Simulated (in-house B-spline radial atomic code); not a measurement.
Settings and results of a run for I6+. Method: Dirac-Kohn-Sham PW91, spherical fractional occupations, Fermi nucleus of rms radius 4.75 fm. Calculated with a radial B-spline atomic code at the basis-set limit.

Command:
```bash
python run_scf.py task.json out
```
Settings (nuclear radius in fm, mass in u):
```
Z                53
configuration    [Kr] 4d10 5s1
hamiltonian      dirac
method           pw91,pw91
spin_polarised   False
nucleus          fermi
rms_radius       4.75
atomic_mass      126.90447
speed_of_light   137.035999084
```

Output (hartree, bohr):
```
 radial grid: 68 intervals, B-splines of order 8, outer radius 21.6418 bohr

 iter        energy (Eh)    residual
    1       -7087.611214    1.08e+00
    2       -7101.660468    7.38e-01
    3       -7110.974759    1.66e-01
    4       -7111.460702    3.50e-02
    5       -7111.475884    1.98e-02
    6       -7111.482307    4.37e-03
    7       -7111.482606    2.35e-04
    8       -7111.482607    2.85e-06
    9       -7111.482607    1.45e-07

 total energy                     -7111.48261
 kinetic                            7537.6015
 electron-nucleus                 -17151.1379
 Hartree                            2682.4007
 exchange-correlation               -180.3469

 first-order corrections (not in the total)
   Gaunt                             6.0361
   retardation                      -0.6225
   frequency dependence             -0.0574
   self-energy                       4.1100
   Uehling                          -0.5612
   Wichmann-Kroll                    0.0128
   recoil                            0.0207

 orbital      occ     eigenvalue          <r>       <r^2>       <1/r>       <r^4>     <1/r^3>       r_max    small
 1s1/2      2.000     -1214.1642     0.027223  0.00100465     56.8363 2.64202e-06           -     0.01754  3.81e-02
 2s1/2      2.000      -189.8946     0.116745   0.0161316     13.2645 0.000449153           -     0.09925  8.15e-03
 2p1/2      2.000      -178.3655      0.09845   0.0119254     13.2487 0.000286696           -     0.07612  8.18e-03
 2p3/2      4.000      -167.3814     0.104135   0.0132123     12.2172  0.00034409     5233.19     0.08091  7.76e-03
 3s1/2      2.000       -40.5414     0.313745    0.112642     4.73064    0.019321           -      0.2858  2.41e-03
 3p1/2      2.000       -35.7707     0.303944    0.107375     4.64166   0.0184185           -      0.2722  2.36e-03
 3p3/2      4.000       -33.7031     0.315483    0.115463      4.3876   0.0212019     1006.98      0.2829  2.24e-03
 3d3/2      4.000       -25.2900     0.286375   0.0971475     4.24203     0.01727     161.069      0.2299  2.12e-03
 3d5/2      6.000       -24.8551     0.290021   0.0994916     4.17675   0.0180489     149.008      0.2329  2.09e-03
 4s1/2      2.000        -9.3676     0.738022     0.61515     1.90613      0.5551           -      0.6802  6.94e-04
 4p1/2      2.000        -7.6980     0.769358    0.673881     1.79778    0.686346           -      0.6978  6.32e-04
 4p3/2      4.000        -7.2916     0.796756    0.722408     1.71628    0.788317     198.773      0.7219  5.98e-04
 4d3/2      4.000        -4.5928     0.895628    0.932157     1.47838     1.43171     24.6708      0.7699  4.63e-04
 4d5/2      6.000        -4.5276     0.905706    0.952982      1.4586     1.49555     22.6671      0.7782  4.54e-04
 5s1/2      1.000        -3.0061      1.69814     3.21508    0.780817     14.5589           -       1.577  1.69e-04
```

Run time, properties included: 1.6 s on 1 thread of Arm Neoverse V2, on a shared host.

For the Dirac Hamiltonian the kinetic term is c α·p + (β - 1)c².
